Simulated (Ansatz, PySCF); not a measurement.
Reaction (SMILES): CC(C)CO → C[C](C)CO + H atom (the C-H bond at the site shown breaks; other sites are not compared here)
Geometries: B3LYP-D3(BJ)/def2-TZVP minima from Ansatz (a first-principles code), one conformer each, not searched for the lowest. Frequencies are from Ansatz or PySCF.

Wanted: bond dissociation energy (enthalpy at 298 K, with B3LYP-D3(BJ) rigid-rotor harmonic-oscillator terms), in kcal/mol. Valence correlation only, unless marked. Open shells are spin-unrestricted. No spin-orbit coupling. Non-relativistic. Basis-set limits of correlation are two-point, X^-3; Hartree-Fock from the larger set.

```
level                                         program  bond dissociation energy (kcal/mol)
-------------------------------------  --------------  -----------------------------------
SVWN5/def2-TZVPD                               Ansatz                                101.7
BLYP-D3(BJ)/def2-TZVPD                 Ansatz + dftd3                                  [?]
B3LYP-D4/def2-TZVPD                    Ansatz + dftd4                                  [?]
PBE0/6-31G*                                    Ansatz                                 93.0
PBE0-D4/def2-TZVPD                     Ansatz + dftd4                                 91.9
BHLYP/def2-TZVPD                               Ansatz                                  [?]
r2SCAN0-D4/def2-TZVPD                  Ansatz + dftd4                                  [?]
LC-wPBE-D4/def2-TZVPD                  Ansatz + dftd4                                 92.8
wB97X-V/def2-TZVPD                             Ansatz                                 96.1
B2GP-PLYP-D4/def2-TZVPD                Ansatz + dftd4                                 94.9
SCS-MP2/STO-3G                                 Ansatz                                111.7
SCS-MP2/6-31G*                                 Ansatz                                 91.4
CCSD/6-31G*                                    Ansatz                                 89.7
CCSD(T) with core electrons/cc-pwCVTZ          Ansatz                                 97.4
CCSD(T)/CBS(cc-pVTZ,cc-pVQZ)                   Ansatz                                 98.2
```

Problem. Fill in the missing entries.

Solution. 
- BLYP-D3(BJ)/def2-TZVPD, bond dissociation energy (kcal/mol): 91.6
- B3LYP-D4/def2-TZVPD, bond dissociation energy (kcal/mol): 93.6
- BHLYP/def2-TZVPD, bond dissociation energy (kcal/mol): 92.9
- r2SCAN0-D4/def2-TZVPD, bond dissociation energy (kcal/mol): 91.0
